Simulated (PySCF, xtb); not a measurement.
C₄H₈OSi. Atoms are numbered in the order given.

```xyz
14

C      2.5609     0.2852     0.0000
Si     0.8433    -0.4576     0.0000
C     -0.4652     0.2535     1.1999
C     -1.4156     0.1785     0.0000
O     -2.5842    -0.1227     0.0000
C     -0.4652     0.2535    -1.1999
H      2.5142     1.3857     0.0000
H      3.1282    -0.0327    -0.8896
H      3.1282    -0.0327     0.8896
H      0.8768    -1.9487     0.0000
H     -0.8395    -0.2112     2.1225
H     -0.1951     1.3071     1.4020
H     -0.1951     1.3071    -1.4020
H     -0.8395    -0.2112    -2.1225
```
Charge 0, spin multiplicity 1.

Geometry optimised at r2SCAN-D4/def2-SVP. This is a generated structure with no PubChem entry under its InChIKey; it may be hypothetical.

Method: C-PCM-B3LYP/def2-SVP run with PySCF.

The values are the electrostatic part of the solvation free energy, E(continuum) − E(gas) at the gas-phase geometry, in a cavity of scaled van der Waals radii (PySCF's table); cavitation and dispersion terms are not included. In vacuum the orbital gap is 5.98 eV. The dipole moment in vacuum is 3.85 D.

Q: Estimate the values in water (ε = 78.36), acetone (ε = 20.49), 2-propanol (ε = 19.26). (Estimate from the structure and the level; the computed values follow.)

A: 
```tsv
solvent	ε	ΔG(elec) (kcal/mol)	dipole (D)	gap (eV)
water	78.36	-5.5	5.02	6.12
acetone	20.49	-5.3	4.96	6.12
2-propanol	19.26	-5.3	4.96	6.12
```

For comparison, GFN2-xTB/ALPB(water) (xtb, at the GFN2-xTB geometry, all terms of that model) gives -4.1 kcal/mol.
